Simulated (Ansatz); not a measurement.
`BB1C=C1` + HCl → `ClB1C=C1` + BH₃  (cleavage of the B–B bond)

Computed with Ansatz on PBE0-D4/def2-TZVP structures; ΔE is electronic, products minus reactants. CCSD(T)/CBS adds triple-zeta CCSD(T) − MP2 to the extrapolated MP2 energy (def2 sets, frozen cores). This one scheme is used for every species. DFT in def2-TZVPP. B3LYP here is the variant with VWN-RPA as its local correlation; programs differ in this. HSE06 is defined as in plane-wave codes.

```tsv
level	ΔE (kJ/mol)	difference from CCSD(T)/CBS
LDA (SPW92)	-36.0	18.8
PBE-D4	-42.3	12.5
revPBE-D4	-44.9	9.9
BLYP-D4	-48.3	6.5
r2SCAN-D4	-47.9	6.9
B97M-V	-46.5	8.3
PBE0-D4	-48.9	5.9
B3LYP-D4	-52.6	2.2
r2SCANh-D4	-50.1	4.7
HSE06-D4	-48.8	6.0
BHLYP-D4	-59.7	-4.9
CAM-B3LYP-D4	-54.0	0.8
ωB97X-V	-55.2	-0.4
B2PLYP	-56.8	-2.0
PBE-QIDH	-57.3	-2.5
PBE	-41.9	12.9
revPBE	-43.7	11.1
BLYP	-47.1	7.7
r2SCAN	-47.9	6.9
PBE0	-48.5	6.3
B3LYP	-51.7	3.1
r2SCANh	-50.1	4.7
r2SCAN0	-53.0	1.8
HSE06	-48.5	6.3
BHLYP	-58.8	-4.0
CAM-B3LYP	-53.6	1.2
LC-ωPBE	-51.8	3.0
RPA@PBE/def2-TZVPP	-59.8	-5.0
HF/def2-SVP	-77.6	-22.8
MP2/def2-SVP	-74.3	-19.5
CCSD(T)/def2-SVP	-68.4	-13.6
HF/def2-TZVPP	-69.7	-14.9
MP2/def2-TZVPP	-63.6	-8.8
SCS-MP2/def2-TZVPP	-64.7	-9.9
CCSD/def2-TZVPP	-57.0	-2.2
CCSD(T)/def2-TZVPP	-56.6	-1.8
HF/def2-QZVPP	-69.1	-14.3
SCS-MP2/def2-QZVPP	-63.5	-8.7
HF/CBS(def2)	-69.0	-14.2
CCSD/CBS(def2)	-55.2	-0.4
CCSD(T)/CBS	-54.8	0
```

Largest T1 diagnostic among the species: 0.013.

From BLYP to BHLYP (50 % exact exchange), in def2-TZVPP and without D4, ΔE moves by −11.7 kJ/mol. Leaving LDA and LC-ωPBE aside and taking each functional with its dispersion term where it has one, the values spread over 17.4 kJ/mol, from BHLYP-D4 to PBE-D4. LDA lies +5.9 kJ/mol from PBE without D4. At CCSD(T), def2-SVP lies −13.6 kJ/mol from the extrapolated value and def2-TZVPP −1.8 kJ/mol.
